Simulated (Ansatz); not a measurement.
Process, species as SMILES: B([S])(S)S -> B([S-])(S)S (an electron is taken up)

Property: adiabatic electron affinity (0 K, with zero-point energies), in eV. Positive where the reaction releases energy. Conventions: spin-orbit terms left out; 6-311+G** with 5d, 6d on Na to Ar in Ansatz (a first-principles code); non-relativistic; 6-31G* and kin with 6d, 5d where marked; UHF or UKS for open shells; LANL2DZ with its own core potentials from Na on; frozen cores in correlated levels; no dispersion term unless named. CBS marks a two-point X^-3 extrapolation of the correlation energy; Hartree-Fock from the larger set. First-principles rows: single points at B3LYP-D3(BJ) geometries (Ansatz), with unscaled harmonic terms from B3LYP/6-31G* (Ansatz) at its own minima. Sets without +, aug- or the D of def2-TZVPD hold no diffuse functions, which anions need.

Coupled cluster (Ansatz) is a level with limits of its own, used here on species with T1 under 0.025 (0.045 for open shells) and stable references: CCSD(T)/CBS(aug-cc-pV(T+d)Z,aug-cc-pV(Q+d)Z).

Value to compare with, CCSD(T)/CBS(aug-cc-pV(T+d)Z,aug-cc-pV(Q+d)Z) (Ansatz): 3.13 eV.

| level | program | adiabatic electron affinity (0 K, with zero-point energies) (eV) | difference |
|---|---|---|---|
| B3LYP/STO-3G | Ansatz | -2.32 | -5.45 |
| B3LYP/3-21G | Ansatz | 2.88 | -0.25 |
| B3LYP/LANL2DZ | Ansatz | 2.88 | -0.25 |
| B3LYP/6-31G | Ansatz | 2.89 | -0.24 |
| B3LYP/6-31G* | Ansatz | 2.72 | -0.41 |
| B3LYP/6-31+G* | Ansatz | 3.00 | -0.13 |
| B3LYP/6-31G** | Ansatz | 2.72 | -0.41 |
| B3LYP/def2-SVP | Ansatz | 2.45 | -0.68 |
| B3LYP/cc-pVDZ | Ansatz | 2.58 | -0.55 |
| B3LYP/6-311+G** | Ansatz | 3.01 | -0.12 |
| B3LYP/def2-TZVPD | Ansatz | 2.97 | -0.16 |

Among the 10 habitual levels, B3LYP/STO-3G lies farthest from CCSD(T)/CBS(aug-cc-pV(T+d)Z,aug-cc-pV(Q+d)Z) (Ansatz) (-5.45 eV); 0 of 10 lie above it, and their mean absolute difference is 0.85 eV, the median 0.33. One case shows no general order.

The sets are all those run for this method; left out are runs that failed, that the program found above a lower state of the same kind, or whose <S^2> lies over 0.5 above the pure value.
